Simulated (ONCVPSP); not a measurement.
**Before and after: ONCV potential for Bi**

ONCVPSP 4.0.1 input, shortened (lines: element, Z, core and valence counts, functional; n l f; lmax; l rc ep ncon nbas qcut; lloc lpopt rc5 dvloc0; l nproj debl; icmod fcfact rcfact), PBE, scalar-relativistic:

```
  Bi 83.00   10    5        4      upf
    1    0    2.00
    2    0    2.00
    2    1    6.00
    3    0    2.00
    3    1    6.00
    3    2   10.00
    4    0    2.00
    4    1    6.00
    4    2   10.00
    4    3   14.00
    5    0    2.00
    5    1    6.00
    5    2   10.00
    6    0    2.00
    6    1    1.00
    3
    0    1.15    0.00    4    8    9.90
    1    1.45    0.00    4    9    9.60
    2    1.60    0.00    3    7    9.80
    3    1.65    0.17    3    7    6.60
    4    5    0.90    0.00
    0    2    1.90
    1    3    2.30
    2    1    2.00
    3    2    0.70
    3    5.25    1.20
```

Change: p: ncon 5, nbas 10.

Cutoffs: the cutoffs (Ha) at which the residual kinetic energy of the hardest occupied pseudo-wave falls to 1 and 0.1 mHa per electron; they do not see the model core or the augmentation charge, which bear on the density cutoff. Errors are all-electron minus pseudo energies relative to the spin-unpolarised reference configuration.

Q: What does the change do?

A: The potential gets neither clearly harder nor softer (41 Ha and 48 Ha → 41 Ha and 48 Ha); both files keep a bound ghost (s); the errors of the 4 common tests hardly move.

| quantity | base | changed |
| --- | --- | --- |
| cutoff, loose | 41 Ha | 41 Ha |
| cutoff, tight | 48 Ha | 48 Ha |
| loose cutoff by channel | s 41 Ha, p 30 Ha, d 28 Ha | s 41 Ha, p 35 Ha, d 28 Ha |
| bound ghosts | s | s |
| GHOST(+) flags under 300 eV | none | none |
| error for 5s2 5p6 5d10 6s2 6p3, meV [ΔE -23.16 eV] | +9.9 | +10 |
| error for 5s2 5p6 5d10 6s2 6p2, meV [ΔE -15.25 eV] | +6.8 | +6.8 |
| error for 5s2 5p6 5d10 6s2 6p0, meV [ΔE 23.34 eV] | -11 | -11 |
| error for 5s2 5p6 5d9 6s2 6p4, meV [ΔE 1.05 eV] | +1.8 | +1.9 |
| s: phases at 1.17 bohr within 0.05 rad from the reference energy up to (Ha; the scan ends near 5) | to the end of the scan | to the end of the scan |
| p: phases at 1.47 bohr within 0.05 rad from the reference energy up to (Ha; the scan ends near 5) | to the end of the scan | to the end of the scan |
| d: phases at 1.62 bohr within 0.05 rad from the reference energy up to (Ha; the scan ends near 5) | 1.4 | 1.4 |
| f: phases at 1.68 bohr within 0.05 rad from the reference energy up to (Ha; the scan ends near 5) | n/a | n/a |
| rms error of d²Exc/dni dnj with the model core, mHa | 1.00 | 0.98 |

 A true bound ghost makes a file unfit for plane-wave use even where its test errors are small: the radial tests pick states by their node count and pass the ghost by.
